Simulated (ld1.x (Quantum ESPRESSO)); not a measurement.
What one change does to a pseudopotential (chromium (Cr), TM)

```
Element                 : chromium
Generator               : ld1.x (Quantum ESPRESSO) 7.5
Type                    : norm-conserving Troullier–Martins (Kleinman–Bylander form)
Functional              : PBEsol
Relativity              : fully relativistic
Frozen core             : [Ar]
Valence charge          : 6
Reference configuration : 3d4 4s0 4p0 (charge +2)
Partial waves           : 4s (bound, empty): rc 2.50 bohr; 4p (bound, empty): rc 2.30 bohr; 3d (bound): rc 1.30 bohr
Local potential         : the d channel
Core correction         : Bessel-smoothed model core, default radius (core density twice the valence density)
```

Open shells are filled in proportion to 2j + 1 (rel_dist='average').

All-electron outer shells of the reference configuration (PBEsol, scalar-relativistic, ld1.x):

```
shell  level (eV)  outermost node (bohr)  outermost maximum (bohr)
   3p      -66.31                   0.33                      0.80
   3d      -22.81                      –                      0.82
   4s      -18.42                   1.10                      2.36
   4p      -13.23                   1.20                      2.78
```

Change: wave 3d (bound): rc 1.30 bohr becomes 3d (bound): rc 0.86 bohr.

Cutoffs: the cutoffs (Ry, on a coarse ladder) from which the occupation-weighted sum of valence levels, in a spherical-Bessel basis at the reference potential, stays within 10 and 1 mRy of its value at 400 Ry; they do not see the model core or the augmentation charge, which bear on the density cutoff. Errors are all-electron minus pseudo energies relative to the spin-unpolarised reference configuration.

Task: Predict the effect on cutoff, ghosts and configuration errors.

Result: The potential gets harder (120 Ry and 140 Ry → 230 Ry and 260 Ry); both files keep a bound ghost (p, s); the number of tests that count goes from 7 to 6; of the 6 tests that both files solve, the error grows in 0 and shrinks in 3 by more than 15 % and 0.3 meV (median size 113.9 → 98.9 meV); the range in which the s phases agree narrows (upper end 0.2 → -1.1); the range in which the d3/2 phases agree widens (upper end 0.2 → at the end of the scan). A smaller radius makes the pseudo-wave follow the all-electron one further in, where it bends more sharply, so more plane waves are needed. Less of the atom is replaced, so other configurations are described better.

| quantity | base | changed |
| --- | --- | --- |
| cutoff, loose | 120 Ry | 230 Ry |
| cutoff, tight | 140 Ry | 260 Ry |
| bound ghosts | s, p1/2, p3/2 | s, p1/2, p3/2 |
| largest miss of a reference level, eV | 0.06 | 0.06 |
| tests counted (converged, no solver errors) | 7 of 7 | 6 of 7 |
| error for 3d5 4s0 4p0, meV [ΔE -16.01 eV] | -140 | -133 |
| error for 3d3 4s0 4p0, meV [ΔE 30.70 eV] | -402 | -402 |
| error for 3d5 4s0.5 4p0, meV [ΔE -20.18 eV] | -88 | -63 |
| error for 3d4 4s1 4p0, meV [ΔE -14.88 eV] | -13 | -4.4 |
| error for 3d2 4s0 4p0, meV [ΔE 79.02 eV] | -2124 | -2215 |
| error for 3d5 4s0 4p1, meV [ΔE -19.74 eV] | -77 | -65 |
| s: phases at 2.69 bohr within 0.05 rad from the reference energy up to (Ry; the scan ends near 5) | 0.2 | -1.1 |
| p1/2: phases at 2.69 bohr within 0.05 rad from the reference energy up to (Ry; the scan ends near 5) | 1.4 | 0.5 |
| p3/2: phases at 2.69 bohr within 0.05 rad from the reference energy up to (Ry; the scan ends near 5) | 1.3 | 0.4 |
| d3/2: phases at 2.69 bohr within 0.05 rad from the reference energy up to (Ry; the scan ends near 5) | 0.2 | to the end of the scan |
| d5/2: phases at 2.69 bohr within 0.05 rad from the reference energy up to (Ry; the scan ends near 5) | 0.3 | to the end of the scan |

Base: These tests converged, but a pseudo level misses the all-electron one widely, so the file describes the atom poorly there or has found another state: 3d2 4s0 4p0: empty 4s by 11.9 eV. Changed file: Tests not counted: 3d5 4s1 4p0 (solver errors, printed error +12.5 eV). These tests converged, but a pseudo level misses the all-electron one widely, so the file describes the atom poorly there or has found another state: 3d3 4s0 4p0: empty 4s by 7.2 eV (a node warning on the way). A true bound ghost makes a file unfit for plane-wave use even where its test errors are small: the radial tests pick states by their node count and pass the ghost by. Where a test does run into it, the solver fails or the error is huge.
